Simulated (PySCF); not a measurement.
C3H8O2Si, SMILES C([C@H](C)[SiH2]O)=O. Coordinates come from a PBE-D3(BJ)/def2-SVP optimisation. The structure was generated by enumeration; whether it is a known compound was not checked. The values are those of a single conformer.

Question: Give the equilibrium geometry at PBE-D3(BJ)/def2-SVP (PySCF confirms it by a frequency run) as a Z-matrix. (An estimate is asked for; the answer gives what the named calculation found.)

Answer: This is not unique; one that fits is 
```
C
H 1 1.1124
C 1 1.5073 2 107.47
O 3 1.2168 1 125.35 2 -30.55
H 3 1.1371 4 120.84 1 177.49
C 1 1.5348 2 112.43 3 126.43
H 6 1.1067 1 110.96 2 64.20
H 6 1.1093 7 108.24 1 122.60
H 6 1.1104 7 107.38 8 115.85
Si 1 1.9113 2 103.71 3 -113.10
O 10 1.6842 1 104.45 2 -72.09
H 11 0.9724 10 115.91 1 -170.76
H 10 1.5032 11 112.61 12 70.72
H 10 1.5096 13 109.14 11 124.17
```
Charge 0, spin multiplicity 1.
